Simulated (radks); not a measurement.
The numbers below are computed, except where a source is named.
Nb7+, configuration [Ar] 3d10 4s2 4p4.

Code: a radial shooting solver on a logarithmic mesh with Libxc functionals. Model: non-relativistic Kohn-Sham, LB94 model potential, spin-polarised, spherical densities, point nucleus; open shells are filled with parallel spins first (spin-orbit coupling, left out, can overturn this in heavy ions); relativity is left out, which matters for an element this heavy.

Energy parts (eV):
kinetic: 102117.445
electron-nucleus: -239231.655
Hartree: 38376.667
(The LB94 potential has no energy functional, so no total or exchange-correlation energy is given.)

Orbitals (lengths in bohr, moments of r in powers of bohr):
orbital  occ.  eigenvalue (eV)      <r>
1s up       1        -18582.55  0.03714
1s down     1        -18582.58  0.03714
2s up       1        -2671.258   0.1625
2s down     1        -2671.046   0.1625
2p up       3        -2468.410   0.1393
2p down     3        -2468.050   0.1393
3s up       1        -544.0404   0.4542
3s down     1        -543.8678   0.4548
3p up       3        -466.2174   0.4493
3p down     3        -466.0691   0.4499
3d up       5        -323.8002   0.4276
3d down     5        -323.7365   0.4283
4s up       1        -163.0587    1.109
4s down     1        -162.2812    1.102
4p up       3        -139.5661    1.180
4p down     1        -138.5760    1.172

The highest occupied level is 4p down at -138.58 eV. The density falls to 0.001 e/bohr^3 at r = 2.53 bohr. Summed over all electrons, <r^2> = 13.32 bohr^2, which gives a Langevin (diamagnetic) susceptibility term of -10.6 x 10^-6 cm^3/mol. Spin moment in Bohr magnetons: 2. The spin density at the nucleus is -0.973 e/bohr^3 (1s -0.357, 2s 0.530, 3s 0.966, 4s -2.112).
